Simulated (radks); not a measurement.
The arsenic ion As+, configuration [Ar] 3d10 4s1 4p2 4f1 (not the ground configuration).

Method: Dirac Kohn-Sham, XLYP, spin-unpolarised, spherical densities, finite nucleus; open shells fill j = l - 1/2 first; Fermi nuclear charge, rms radius 4.0968 fm; computed with a radial shooting solver on a logarithmic mesh with Libxc functionals.

Energy parts (hartree):
part                       energy
total                 -2260.40887
kinetic                2311.55141
electron-nucleus      -5434.28760
Hartree                 946.20654
exchange-correlation    -83.87922

Orbitals (lengths in bohr, moments of r in powers of bohr; r(max) is where P^2 peaks):
\begin{tabular}{lrrrrrrr}
orbital & occ. & eigenvalue (hartree) & r(max) & <r> & <1/r> & <r^2> & small-component weight \\ \hline
1s1/2 & 2 & -431.4302 & 0.02973 & 0.04549 & 33.47 & 0.002785 & 1.43e-02 \\
2s1/2 & 2 & -55.33833 & 0.1701 & 0.2025 & 7.416 & 0.04842 & 2.78e-03 \\
2p1/2 & 2 & -49.52581 & 0.1342 & 0.1746 & 7.382 & 0.03744 & 2.78e-03 \\
2p3/2 & 4 & -48.18059 & 0.1372 & 0.1783 & 7.167 & 0.03892 & 2.72e-03 \\
3s1/2 & 2 & -7.68628 & 0.5216 & 0.5981 & 2.395 & 0.4124 & 6.49e-04 \\
3p1/2 & 2 & -5.73374 & 0.5150 & 0.6096 & 2.272 & 0.4370 & 5.99e-04 \\
3p3/2 & 4 & -5.54860 & 0.5236 & 0.6203 & 2.220 & 0.4522 & 5.83e-04 \\
3d3/2 & 4 & -2.20679 & 0.4744 & 0.6716 & 1.922 & 0.5682 & 4.58e-04 \\
3d5/2 & 6 & -2.17983 & 0.4772 & 0.6762 & 1.909 & 0.5760 & 4.53e-04 \\
4s1/2 & 1 & -1.12486 & 1.553 & 1.795 & 0.7360 & 3.667 & 9.60e-05 \\
4p1/2 & 2 & -0.73420 & 1.787 & 2.115 & 0.6174 & 5.138 & 7.02e-05 \\
4p3/2 & 0 & -0.71898 & 1.815 & 2.146 & 0.6072 & 5.290 & 6.85e-05 \\
4f5/2 & 1 & -0.08603 & 7.491 & 8.450 & 0.1363 & 80.59 & 4.00e-06 \\
4f7/2 & 0 & -0.08603 & 7.491 & 8.450 & 0.1363 & 80.59 & 4.00e-06 \\
\end{tabular}

The highest occupied level is 4f5/2 at -2.341 eV. The configuration is held as typed, so some empty levels lie below it. Summed over all electrons, <r^2> = 104.1 bohr^2, which gives a Langevin (diamagnetic) susceptibility term of -82.4 x 10^-6 cm^3/mol. The density falls to 0.001 e/bohr^3 at r = 3.81 bohr.
